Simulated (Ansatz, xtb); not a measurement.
# Relative energy of two isomers of C4H4BFSe

Structure X is `Bc1c[se]c(F)c1`, a singlet and structure Y is `Bc1[se]ccc1F`, a singlet. Both are isolated molecules in the gas phase, relaxed with B3LYP-D3(BJ)/def2-SVP; the shapes shown needn't be the lowest conformers.

X (Å):

```yaml
atoms:
  - { symbol: C, position_ang: [-0.3803, 0.8598, 0.2668] }
  - { symbol: C, position_ang: [0.9733, 0.5968, 0.3928] }
  - { symbol: C, position_ang: [-0.1981, -0.7971, -1.4016] }
  - { symbol: C, position_ang: [-1.0265, 0.0604, -0.7548] }
  - { symbol: B, position_ang: [-1.0673, 1.9059, 1.1517] }
  - { symbol: F, position_ang: [-0.5213, -1.6399, -2.3730] }
  - { symbol: Se, position_ang: [1.5912, -0.7099, -0.7827] }
  - { symbol: H, position_ang: [-2.2478, 2.1315, 1.0383] }
  - { symbol: H, position_ang: [-0.4202, 2.5111, 1.9716] }
  - { symbol: H, position_ang: [1.6597, 1.0743, 1.0919] }
  - { symbol: H, position_ang: [-2.0886, 0.1329, -0.9929] }
```

Y (Å):

```xyz
11

C    -0.3959    0.6291    0.7303
C     1.0913    0.6124   -1.4218
C    -0.2459    0.4109   -1.6660
C    -1.0351    0.4235   -0.4861
B    -0.9877    0.6890    2.1238
F    -2.3501    0.2412   -0.5674
Se    1.4556    0.8401    0.3850
H    -2.1744    0.5468    2.2765
H    -0.2775    0.8782    3.0807
H     1.8836    0.6431   -2.1696
H    -0.6766    0.2555   -2.6560
```

Quicker runs give these differences E(Y) − E(X): GFN2-xTB −3.4 kcal/mol; HF/STO-3G −4.4 kcal/mol (at GFN2-xTB geometries); r2SCAN-D4/def2-SVP −10.6 kcal/mol (at GFN2-xTB geometries).

Question: Estimate E(Y) − E(X) at the level CCSD(T)/def2-SVP + ΔMP2/def2-TZVPP.

Answer: Calculated at CCSD(T)/def2-SVP + ΔMP2/def2-TZVPP: E(Y) − E(X) = −8.6 kcal/mol, so structure Y lies lower.

The same difference at several levels:

| level | geometry | E(Y) − E(X) (kcal/mol) | departure from the last row (kcal/mol) | job, with rough time for the two |
| --- | --- | --- | --- | --- |
| GFN2-xTB | GFN2-xTB | −3.4 | +5.2 | optimisation, 0.88 s |
| HF/STO-3G | GFN2-xTB | −4.4 | +4.2 | single point, 3.4 s |
| r2SCAN-D4/def2-SVP | GFN2-xTB | −10.6 | −1.9 | single point, 13 s |
| B3LYP-D3(BJ)/def2-SVP | B3LYP-D3(BJ)/def2-SVP | −9.6 | −0.9 | optimisation, 2.3 min |
| HF/def2-SVP | B3LYP-D3(BJ)/def2-SVP | −9.5 | −0.8 | part of the CCSD(T) run |
| MP2/def2-SVP | B3LYP-D3(BJ)/def2-SVP | −9.9 | −1.3 | part of the CCSD(T) run |
| CCSD(T)/def2-SVP | B3LYP-D3(BJ)/def2-SVP | −9.1 | −0.4 | single point |
| CCSD(T)/def2-SVP + ΔMP2/def2-TZVPP | B3LYP-D3(BJ)/def2-SVP | −8.6 |  | single point, 3.8 min |

As drawn, both hold the same kinds of bond in the same numbers.

None of the levels shown reverses the order. The largest departure from CCSD(T)/def2-SVP + ΔMP2/def2-TZVPP is that of GFN2-xTB, 5.2 kcal/mol. The last row adds to CCSD(T) the change of the MP2 difference between the two basis sets, here +0.4 kcal/mol.

With thermal terms from frequencies at re-optimised GFN2-xTB minima (ideal gas, soft modes damped towards free rotors, one conformer each, 298.15 K, 1 atm): on the last row, ΔE + ΔZPE = −8.6, ΔH = −8.6, ΔG = −8.5 kcal/mol.

The correlated steps freeze 15 core orbitals; the filled d shell of Se is correlated, in a basis made for valence electrons. Codes used: Ansatz 0.2.0, xtb 6.7.1; the last row on 2 threads of Intel(R) Xeon(R) Processor @ 2.50GHz (Skylake/Cascade Lake) on a shared host.
